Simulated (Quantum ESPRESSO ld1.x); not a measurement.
Q: The mean radii <r> (bohr) of the occupied orbitals of an atom or ion are listed with their occupations. Calculated with ld1.x of Quantum ESPRESSO 7.5: Dirac Kohn-Sham, relativistic LDA (MacDonald-Vosko exchange, VWN5 correlation), spin-unpolarised, spherical densities, point nucleus.

orbital  occ.     <r>
1s1/2       2  0.1586
2s1/2       2  0.8032
2p1/2       2  0.7602
2p3/2       1  0.7616
3p1/2       1   2.793

Name the element and its charge. Open shells, if any, fill j = l - 1/2 first.

A: Z = 10, neon, charge +2: Ne2+ in [He] 2s2 2p3 3p1. The 1s radius gives Z: for a bare nucleus <r> = (2 gamma + 1)/(2Z) with gamma = sqrt(1 - (Z/c)^2), 0.1497 bohr for Z = 10, and screening makes it slightly larger (0.1586 here). The occupations add up to 8, and the charge is Z minus that.
